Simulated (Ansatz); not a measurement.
`[CH3][AlH][OH]` + `[NH2][AlH2]` → `[CH3][AlH][NH][AlH2]` + H₂O  (ligand exchange at the Al–O bond)

Program: Ansatz. Geometries: PBE0-D4/def2-TZVP. ΔE: electronic, gas phase. CCSD(T)/CBS is the MP2 limit (def2-TZVPP, def2-QZVPP) plus CCSD(T) − MP2 in def2-TZVPP, frozen cores. This one scheme is used for every species. DFT in def2-TZVPP. One conformer a species, not always the lowest.

```tsv
species	r2SCAN0 energy (Eh)
`[CH3][AlH][OH]`	-358.77281
`[NH2][AlH2]`	-299.56683
`[CH3][AlH][NH][AlH2]`	-581.91018
H₂O	-76.41194
```

Q: Work out ΔE.

A: ΔE = (-581.91018) + (-76.41194) − (-358.77281) − (-299.56683) = 0.01752 Eh = +46.0 kJ/mol. CCSD(T)/CBS gives +41.0 kJ/mol.

Largest T1 diagnostic among the species: 0.011.

The D4 term adds −7.2 kJ/mol with B3LYP and −4.1 kJ/mol with PBE0; it sums over pairs of atoms, weighted by their polarisabilities, and B3LYP, whose exchange is more repulsive, gets the larger term. Leaving LDA and LC-ωPBE aside and taking each functional with its dispersion term where it has one, the values, not all of them listed here, spread over 9.0 kJ/mol, from revPBE-D4 to CAM-B3LYP-D4. In def2-TZVPP, CCSD(T) changes the Hartree–Fock value by −11.2 kJ/mol (the triples alone add −2.2 kJ/mol) and MP2 by −10.8 kJ/mol.

B3LYP here is the variant with VWN-RPA as its local correlation; programs differ in this.
